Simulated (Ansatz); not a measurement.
Stepwise reaction of `[CH3][In]([CH3])[SH]` with hydrogen fluoride, as a gas-phase model of exchange steps in deposition or etching. ΔE in kJ/mol.

Isolated molecules relaxed with PBE0-D4/def2-TZVP in Ansatz; ΔE leaves out vibrations. CCSD(T)/CBS is the MP2 limit (def2-TZVPP, def2-QZVPP) plus CCSD(T) − MP2 in def2-TZVPP, frozen cores. This one scheme is used for every species. DFT in def2-TZVPP. B3LYP here is the variant with VWN-RPA as its local correlation; programs differ in this. def2 core potentials past Kr. For In outer-core shells are correlated without core-valence functions, which leaves a few kJ/mol of doubt a bond. One conformer a species, not always the lowest.

```json
{"step": "1", "reaction": "`[CH3][In]([CH3])[SH]` + H–F → `[CH3][In]([F])[SH]` + CH₄", "PBE-D4": "-100.1", "B3LYP-D4": "-106.2", "ωB97M-V": "-99.7", "CCSD(T)/CBS": "-93.1"}
```

Question: Give the row of step 2, `[CH3][In]([F])[SH]` + H–F → `[F][In]([F])[SH]` + CH₄. (Best estimate.)

Answer: Ansatz gave: 
```csv
step,reaction,PBE-D4,B3LYP-D4,ωB97M-V,CCSD(T)/CBS
2,`[CH3][In]([F])[SH]` + H–F → `[F][In]([F])[SH]` + CH₄,-56.9,-62.7,-58.6,-52.3
```

Question: By hand: ΔE of the 2 steps together at CCSD(T)/CBS.

Answer: (-93.1) + (-52.3) = -145.4 kJ/mol, or -72.7 kJ/mol a step.

In ΔE each step is higher than the one before. All are downhill at CCSD(T)/CBS. PBE-D4 differs from CCSD(T)/CBS by -7.0 to -4.6 kJ/mol a step. Only this route is followed, and other bonds may react first. Isolated molecules leave out the surface, adducts and barriers. Largest T1 diagnostic: 0.016.
